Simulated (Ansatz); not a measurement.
Born–Oppenheimer molecular dynamics of H$_{10}$OSi$_{4}$ (15 atoms, charge 0, multiplicity 1). It starts from a relaxed structure.

Computed with RKS r2SCAN/STO-3G in Ansatz 0.2.0.

| Item | Value |
| --- | --- |
| ensemble | NVE (velocity Verlet) |
| time step | 1 fs |
| steps asked | 119 |
| starting velocities drawn for | 500 K |
| seed | 653500 |

First frame:

```xyz
15
Properties=species:S:1:pos:R:3
Si -0.022 -0.132 0.142
O 0.017 -0.272 1.856
Si -1.505 -0.290 2.625
H -2.348 -1.374 2.145
H -1.250 -0.468 4.037
H -2.233 0.951 2.420
H 1.387 -0.126 -0.209
Si -0.916 1.822 -0.603
H -2.361 1.817 -0.548
H -0.452 2.960 0.160
H -0.538 2.034 -1.984
Si -0.977 -1.919 -0.894
H -0.713 -3.154 -0.189
H -2.412 -1.777 -1.008
H -0.448 -2.054 -2.233
```

(1) How far do the bonds stretch over the last three quarters of this one trajectory? (Pairs bonded in most of those frames.)

## Answers

(1) 
```tsv
bond	mean (Å)	spread (Å)	shortest	longest
Si1–O2	1.705	0.029	1.66	1.76
Si1–H7	1.457	0.006	1.45	1.47
Si1–Si8	2.281	0.014	2.26	2.31
Si1–Si12	2.288	0.037	2.23	2.35
O2–Si3	1.699	0.034	1.63	1.75
Si3–H4	1.456	0.006	1.44	1.47
Si3–H5	1.451	0.008	1.44	1.46
Si3–H6	1.455	0.038	1.40	1.51
Si8–H9	1.452	0.043	1.39	1.52
Si8–H10	1.452	0.045	1.38	1.52
Si8–H11	1.449	0.026	1.40	1.50
Si12–H13	1.451	0.029	1.41	1.49
Si12–H14	1.449	0.016	1.43	1.47
Si12–H15	1.450	0.023	1.42	1.48
```

Mean temperature of the second half: 242 K. The conserved energy stayed within 0.98 meV per atom of its start (net change 0.53 meV per atom), so the integration is sound. Over the second half the temperature averaged 0.48 of the 500 K drawn at the start: a run that starts near a minimum puts about half its kinetic energy into the potential. A run of 0.12 ps of so small a system gives no equilibrium averages. Limits of this set-up: minimal basis.

Run time: 11 min on 1 thread of Arm Neoverse V2 (shared host), peak memory 0.14 GiB.
